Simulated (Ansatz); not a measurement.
System: CH8FNSi2, charge 0, multiplicity 1. 
Coordinates optimised at B3LYP-D3(BJ)/def2-TZVP (Ansatz, an electronic-structure program):
```
N
H 1 1.0120
Si 1 1.7162 2 114.11
F 3 1.6128 1 111.12 2 89.38
Si 1 1.7339 2 114.90 3 173.44
H 3 1.4775 4 105.63 1 116.36
H 5 1.4781 1 107.66 2 -171.41
H 5 1.4824 7 109.53 1 -121.17
H 5 1.4833 7 109.04 8 -117.53
C 3 1.8549 6 113.42 4 -116.81
H 10 1.0912 3 111.39 6 177.36
H 10 1.0917 11 108.18 3 -122.11
H 10 1.0917 11 107.81 12 -116.87
```

Basis-set convergence of Hartree-Fock and CCSD(T) correlation energies (hartree) with Ansatz. Cores are frozen in the correlated levels unless marked. No spin-orbit coupling. Non-relativistic.

```tsv
basis	functions	E(HF)	E(corr, CCSD(T))
cc-pV(D+d)Z	128	-774.42759	-0.77860
cc-pV(T+d)Z	280	-774.53305	-0.97250
cc-pV(Q+d)Z	533	-774.55745	-1.03663
```

Extrapolating the two largest sets (X = 3 and 4) as X^-3: E(corr) = (64·(-1.03663) - 27·(-0.97250))/37 = -1.0834 Eh, an estimate of the basis-set limit. The largest set recovers 95.7 % of it, the smallest 71.9 %.
